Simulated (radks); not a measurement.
Values are calculated unless marked as measured or tabulated.
Valence configurations of Ne+ (all share [He]). Code: a radial shooting solver on a logarithmic mesh with Libxc functionals. Model: Dirac Kohn-Sham, PBE, spin-unpolarised, spherical densities, finite nucleus; open shells are shared between the two j in proportion to 2j + 1; Fermi nuclear charge, rms radius 3.0055 fm. Energies are relative to 2s2 2p5; eigenvalues in eV.

valence      E (eV)  e(2p1/2)  e(2p3/2)  e(2s1/2)
2s2 2p5       0.000   -32.352   -32.234   -55.648
2s1.5 2p5.5  11.695   -32.421   -32.303   -55.749
2s1 2p6      23.407   -32.494   -32.376   -55.854

NIST lists [He] 2s2 2p5 as the ground configuration; this level of theory agrees among the configurations tried. The energies are those of spherical spin-averaged densities, not of single terms.
